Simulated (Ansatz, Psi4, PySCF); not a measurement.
CHO2 (SMILES O=[C-]O), charge -1, singlet, geometry from GFN2-xTB. Base run: PySCF with MP2/cc-pVTZ.

PySCF was given this input:
```python
from pyscf import gto, scf, mp

mol = gto.M(
    atom='''
O    -1.06017647   -0.42035133   -0.00039719
C     0.00193940    0.63730099   -0.02155352
O     1.13549551    0.10277181    0.01219052
H    -0.61418871   -1.28316976    0.03497448
''',
    basis='cc-pvtz',
    charge=-1,
    verbose=4,
)

mf = scf.RHF(mol)
mf.kernel()

pt = mp.MP2(mf)
pt.kernel()
print('E(MP2) = %.10f' % pt.e_tot)
```

The same geometry, method and basis name were run in Ansatz (an electronic-structure program) and Psi4 and PySCF, at each program's defaults and at the settings that a row names. The base is PySCF at its defaults. Differences at the defaults can come from grids, fitting, cores and function types together.

```tsv
code and settings	ΔE vs base (mEh)	basis functions	E (Eh)	SCF cycles
PySCF, defaults (exact integrals, spherical functions, all electrons correlated)	0.000	104	-188.87437	11
Psi4, defaults (density fitting with its default set, spherical functions, all electrons correlated)	0.224	104	-188.87414	12
Ansatz, defaults (factorised integrals, spherical functions, frozen core)	38.008	104	-188.83636	-
PySCF, frozen core	38.004	104	-188.83636	11
Psi4, exact integrals, spherical functions, frozen core	38.004	104	-188.83636	12
Ansatz, high accuracy, frozen core	38.004	104	-188.83636	-
```
